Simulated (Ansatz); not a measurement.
`[CH3][GeH]([F])[SiH3]` → `[CH3][Ge][F]` + SiH₄ at 400 K and 1 bar (germylene formation by 1,1-elimination).

Computed with Ansatz on PBE0-D4/def2-TZVP structures; ΔE is electronic, products minus reactants. CBS: MP2 limit from def2 TZ/QZ plus the TZ coupled-cluster correction, frozen cores. This one scheme is used for every species. For Ge outer-core shells are correlated without core-valence functions, which leaves a few kJ/mol of doubt a bond. Scalar relativity is left out up to krypton.

```csv
species,CCSD(T)/CBS energy (Eh),H − E (kJ/mol),S (J/(mol·K))
`[CH3][GeH]([F])[SiH3]`,-2507.28788,224.2,404.7
`[CH3][Ge][F]`,-2215.78112,118.9,321.3
SiH₄,-291.46306,96.9,218.6
```

H − E and S are ideal-gas, rigid-rotor, harmonic terms from PBE0-D4/def2-TZVP, for one conformer and one mirror image of each species. 1 Eh = 2625.50 kJ/mol, R = 8.31446 J/(mol·K).

Task: By hand: ΔE, ΔH, ΔS and ΔG.

Result: ΔE = (-2215.78112) + (-291.46306) − (-2507.28788) = 0.04370 Eh = 114.7 kJ/mol. Δ(H − E) = 118.9 + 96.9 − 224.2 = -8.4, so ΔH = 106.3 kJ/mol. ΔS = 321.3 + 218.6 − 404.7 = 135.2 J/(mol·K). ΔG = 106.3 − 400 × (135.2)/1000 = 52.2 kJ/mol.

Task: By hand: the equilibrium constant, and the temperature at which ΔG would vanish if ΔH and ΔS stayed fixed.

Result: log₁₀ K = −ΔG/(RT ln 10) = -6.8. ΔG = 0 at ΔH/ΔS = 786 K.

The number of gas molecules changes by +1, which sets the sign of ΔS. A doubt of 5 kJ/mol in ΔE shifts log₁₀ K by 0.7 here. Other conformers and mirror images would add mixing entropy, several J/(mol·K) or more a flexible species. These are equilibria of isolated gas molecules and say nothing of rates. Largest T1 diagnostic: 0.013 (customary marks: 0.02 for closed shells, 0.045 for open ones).
